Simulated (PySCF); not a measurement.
# Molecular orbitals of BeGa

M06 at R = 2.407 Å; PySCF, no relativity, basis sets Be 6-31G(d,p), Ga 6-31G(d,p). State: ²Π (doublet), unpaired electrons π ↑. Only the outer orbitals are listed, counted within each symmetry.

```csv
spin,orbital,occ.,ε (eV),on Be (%),main shells (%)
α,7σ,1,-23.54,0,100 Ga d
α,3π,1,-23.52,0,100 Ga d
α,1δ,1,-23.48,0,100 Ga d
α,1δ,1,-23.40,0,100 Ga d
α,3π,1,-23.40,0,100 Ga d
α,8σ,1,-10.62,15,"83 Ga s, 12 Be s"
α,9σ,1,-6.14,62,"60 Be s, 24 Ga p, 14 Ga s"
α,4π,1,-3.85,34,"66 Ga p, 33 Be p"
α,4π,0,-2.50,28,"72 Ga p, 27 Be p"
α,10σ,0,-2.18,62,"50 Be p, 33 Ga p, 12 Be s"
α,5π,0,-0.28,65,"65 Be p, 34 Ga p"
β,7σ,1,-23.53,0,100 Ga d
β,3π,1,-23.51,0,100 Ga d
β,1δ,1,-23.43,0,100 Ga d
β,3π,1,-23.36,0,100 Ga d
β,1δ,1,-23.36,0,100 Ga d
β,8σ,1,-10.29,14,"85 Ga s, 11 Be s"
β,9σ,1,-5.89,63,"62 Be s, 24 Ga p, 12 Ga s"
β,4π,0,-2.41,25,"75 Ga p, 25 Be p"
β,4π,0,-2.09,34,"66 Ga p, 34 Be p"
β,10σ,0,-2.00,61,"50 Be p, 34 Ga p, 11 Be s"
```

Question: Which are the highest filled and the lowest empty level, where do they sit, and how wide is the gap?

Answer: Highest filled α 4π at -3.85 eV (in %: 66 Ga p, 33 Be p); lowest empty α 4π at -2.50 eV (in %: 72 Ga p, 27 Be p); the gap at M06 is 1.35 eV. Both belong to one degenerate shell, split only by its one-sided filling, so this is no excitation gap.

The bond order (Mayer) is 1.33 and the ⟨S²⟩ is 0.751. The charge on Be (Mulliken, basis-dependent) is 0.13, the charge on Be (Löwdin, basis-dependent) is 0.10 and the dipole moment (positive dipole means Be(−)Ga(+)) is -0.33 D.

Spin–orbit coupling is left out. The state was picked by a PBE0 search and need not be the measured ground state.
